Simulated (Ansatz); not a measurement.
Relaxation of Zn3Se3 with RKS PBE-D4/def2-SVP.

```sh
$ ansatz run in.yaml --threads 4 --pin off --events-out ev --progress --plain --max-ram 4787MiB
```

```yaml
crystal:
  periodic: [false, false, false]
  atoms:
    - {symbol: Zn, position_ang: [0.159940, -1.047060, -0.694170]}
    - {symbol: Zn, position_ang: [0.986380, 1.689760, -2.939970]}
    - {symbol: Zn, position_ang: [-0.609840, -0.743380, 1.864720]}
    - {symbol: Se, position_ang: [-0.359720, -2.780390, 0.676610]}
    - {symbol: Se, position_ang: [0.256450, 1.343850, -0.605930]}
    - {symbol: Se, position_ang: [-0.433220, 1.537220, 1.698740]}
basis:
  gaussian: {orbitals: def2-SVP}
hamiltonian: {xc: pbe, dispersion: d4}
scf: {lower_state_search: "off"}
output: {orbitals: {seedname: orbitals}}
relax: {f_tol: 0.02, max_steps: 100}
```

Run time 48 s (4 threads of Arm Neoverse V2 on a shared host).

Positions (Å) and forces (eV/Å) at steps 1, 2, 3, 4, 5, 6, 7, 9, 10, 11, 12, 13, 14, 15, 16, 18 of 18:

```xyz
6
step=1 energy=-341216.2036 eV
Zn    0.160   -1.047   -0.694    0.102    0.813   -0.201
Zn    0.986    1.690   -2.940    0.178   -0.048   -0.593
Zn   -0.610   -0.743    1.865    0.054   -0.279   -0.238
Se   -0.360   -2.780    0.677   -0.124   -0.179    0.381
Se    0.256    1.344   -0.606    0.210   -0.461   -0.763
Se   -0.433    1.537    1.699   -0.420    0.154    1.414
6
step=2 energy=-341216.3973 eV
Zn    0.163   -0.977   -0.695   -0.009    0.313    0.076
Zn    1.016    1.623   -3.050    0.022   -0.093   -0.090
Zn   -0.613   -0.773    1.869    0.053   -0.042   -0.184
Se   -0.353   -2.769    0.659   -0.026   -0.038    0.082
Se    0.263    1.373   -0.619    0.027   -0.072   -0.094
Se   -0.475    1.524    1.836   -0.067   -0.067    0.209
6
step=3 energy=-341216.4341 eV
Zn    0.163   -0.861   -0.680   -0.010   -0.040    0.024
Zn    1.013    1.440   -3.072   -0.014   -0.041    0.039
Zn   -0.605   -0.795    1.836    0.005   -0.014   -0.017
Se   -0.328   -2.748    0.586    0.025    0.102   -0.065
Se    0.260    1.463   -0.590   -0.030   -0.031    0.092
Se   -0.502    1.501    1.919    0.023    0.025   -0.073
6
step=4 energy=-341216.4392 eV
Zn    0.184   -0.818   -0.743   -0.012   -0.148    0.012
Zn    0.981    1.263   -2.998    0.044    0.022   -0.140
Zn   -0.583   -0.764    1.770   -0.020    0.025    0.069
Se   -0.302   -2.706    0.507    0.015    0.024   -0.043
Se    0.238    1.495   -0.513   -0.065    0.092    0.229
Se   -0.519    1.531    1.978    0.038   -0.015   -0.128
6
step=5 energy=-341216.4457 eV
Zn    0.182   -0.821   -0.737   -0.004   -0.021    0.012
Zn    0.986    1.274   -3.013    0.047    0.023   -0.152
Zn   -0.589   -0.772    1.787    0.001    0.001   -0.002
Se   -0.302   -2.706    0.508   -0.004   -0.017    0.009
Se    0.237    1.500   -0.507   -0.048   -0.002    0.155
Se   -0.514    1.525    1.961    0.007    0.016   -0.022
6
step=6 energy=-341216.4423 eV rejected
Zn    0.176   -0.837   -0.723    0.041    0.181   -0.103
Zn    1.005    1.316   -3.065   -0.050   -0.079    0.152
Zn   -0.593   -0.777    1.806    0.011   -0.020   -0.041
Se   -0.308   -2.714    0.523   -0.021   -0.040    0.064
Se    0.230    1.488   -0.486    0.053   -0.028   -0.180
Se   -0.509    1.525    1.945   -0.033   -0.014    0.107
6
step=7 energy=-341216.4508 eV
Zn    0.182   -0.821   -0.739    0.009    0.039   -0.022
Zn    0.993    1.270   -3.036    0.008   -0.022   -0.031
Zn   -0.588   -0.771    1.787    0.001   -0.012   -0.005
Se   -0.302   -2.706    0.508   -0.003   -0.002    0.011
Se    0.230    1.500   -0.484   -0.011   -0.005    0.036
Se   -0.515    1.528    1.964   -0.003    0.002    0.011
6
step=9 energy=-341216.4668 eV
Zn    0.197   -0.742   -0.780    0.019    0.077   -0.048
Zn    0.995    1.082   -3.073   -0.028   -0.085    0.078
Zn   -0.578   -0.770    1.756    0.001    0.002    0.000
Se   -0.276   -2.664    0.430    0.007    0.019   -0.023
Se    0.196    1.565   -0.363    0.013    0.008   -0.042
Se   -0.535    1.528    2.029   -0.012   -0.021    0.035
6
step=10 energy=-341216.4868 eV
Zn    0.206   -0.681   -0.798    0.051    0.189   -0.135
Zn    0.996    0.944   -3.101   -0.067   -0.142    0.196
Zn   -0.572   -0.771    1.741    0.002    0.008   -0.007
Se   -0.256   -2.629    0.368   -0.002   -0.011    0.007
Se    0.176    1.614   -0.286    0.034    0.020   -0.109
Se   -0.550    1.522    2.077   -0.017   -0.064    0.047
6
step=11 energy=-341216.5161 eV
Zn    0.214   -0.612   -0.814    0.039    0.147   -0.102
Zn    0.995    0.806   -3.119   -0.059   -0.145    0.166
Zn   -0.567   -0.775    1.725    0.003   -0.013   -0.010
Se   -0.236   -2.597    0.311    0.008    0.045   -0.018
Se    0.159    1.670   -0.222    0.037    0.032   -0.116
Se   -0.563    1.508    2.119   -0.028   -0.066    0.079
6
step=12 energy=-341216.5442 eV
Zn    0.223   -0.531   -0.833    0.041    0.267   -0.087
Zn    0.997    0.629   -3.159   -0.079   -0.134    0.234
Zn   -0.561   -0.780    1.706   -0.002    0.064    0.016
Se   -0.211   -2.546    0.234    0.000   -0.026   -0.002
Se    0.134    1.734   -0.129    0.096    0.025   -0.311
Se   -0.583    1.494    2.180   -0.056   -0.197    0.151
6
step=13 energy=-341216.5829 eV
Zn    0.230   -0.423   -0.834   -0.008    0.038    0.034
Zn    0.980    0.438   -3.137   -0.009   -0.049    0.020
Zn   -0.557   -0.791    1.690    0.015   -0.099   -0.069
Se   -0.183   -2.494    0.153    0.000    0.062    0.012
Se    0.130    1.817   -0.099   -0.033    0.005    0.109
Se   -0.599    1.453    2.226    0.035    0.043   -0.107
6
step=14 energy=-341216.5950 eV
Zn    0.234   -0.319   -0.829   -0.023    0.069    0.087
Zn    0.981    0.245   -3.173    0.000   -0.012   -0.004
Zn   -0.551   -0.809    1.669    0.003   -0.024   -0.016
Se   -0.155   -2.441    0.071    0.004    0.081    0.004
Se    0.107    1.899   -0.010    0.030   -0.058   -0.108
Se   -0.615    1.424    2.272   -0.014   -0.056    0.036
6
step=15 energy=-341216.5991 eV
Zn    0.232   -0.247   -0.809    0.009   -0.001   -0.028
Zn    0.981    0.131   -3.195    0.000   -0.006    0.000
Zn   -0.552   -0.828    1.668   -0.007    0.025    0.026
Se   -0.138   -2.392    0.024    0.002   -0.098   -0.026
Se    0.100    1.940    0.020    0.002    0.068    0.006
Se   -0.623    1.396    2.292   -0.006    0.012    0.022
6
step=16 energy=-341216.6000 eV
Zn    0.232   -0.229   -0.806    0.005   -0.007   -0.017
Zn    0.981    0.095   -3.202   -0.002   -0.004    0.005
Zn   -0.551   -0.828    1.662   -0.001   -0.006    0.002
Se   -0.133   -2.390    0.009   -0.001    0.015    0.006
Se    0.097    1.959    0.034   -0.001    0.006    0.005
Se   -0.626    1.393    2.303    0.000   -0.005   -0.001
6
step=18 energy=-341216.6001 eV
Zn    0.233   -0.219   -0.807    0.001    0.001   -0.003
Zn    0.981    0.076   -3.205   -0.001   -0.001    0.001
Zn   -0.551   -0.830    1.661    0.001    0.002   -0.002
Se   -0.130   -2.382    0.001    0.000    0.001    0.001
Se    0.095    1.966    0.042    0.000   -0.001   -0.001
Se   -0.628    1.389    2.307   -0.001   -0.002    0.003
```

Another isomer (singlet) lies 2.36 eV lower at PBE0-D4/def2-TZVP; other spin states weren't run for this one.
